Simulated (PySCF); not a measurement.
# How methods differ on the ionisation energy of Re(67+)

Re(67+) [He] 2s2 2p4 (3P) → Re(68+) [He] 2s2 2p3 (4S), as a difference of total energies. Computed with PySCF 2.14 in an even-tempered Gaussian basis (18 s from 44 bohr⁻², ratio 2.2; 13 p from 57 bohr⁻², ratio 2.2; 5 d from 230 bohr⁻², ratio 2.4; 5 f from 340 bohr⁻², ratio 2.4; 4 g from 510 bohr⁻², ratio 2.4), with scalar relativity by spin-free X2C-1e. Correlated levels: nothing frozen; virtual orbitals above 40 to 60 times the deepest correlated orbital energy dropped. The calculations carry no spin-orbit coupling.

```json
{"method": "UHF", "ionisation energy (eV)": "17216.9"}
{"method": "LDA", "ionisation energy (eV)": "17208.1"}
{"method": "PBE", "ionisation energy (eV)": "17220.2"}
{"method": "PBE0", "ionisation energy (eV)": "17219.9"}
{"method": "r2SCAN", "ionisation energy (eV)": "17223.3"}
{"method": "MN15", "ionisation energy (eV)": "17213.9"}
{"method": "M06-2X", "ionisation energy (eV)": "17216.4"}
{"method": "MP2 (all electrons)", "ionisation energy (eV)": "17218.8"}
{"method": "SCS-MP2 (all electrons)", "ionisation energy (eV)": "17218.9"}
```

Spin-orbit coupling is strong in these open shells (close to jj coupling). The scalar numbers leave it out and a first-order estimate fails, so it can dominate the gap to the real levels.

For this ion Breit and QED terms and the two-electron picture change, all absent here, outweigh the differences among the correlated methods.

For comparison: 16780 ± 40 eV (theoretical estimate listed by NIST; NIST Atomic Spectra Database, ionization energies).
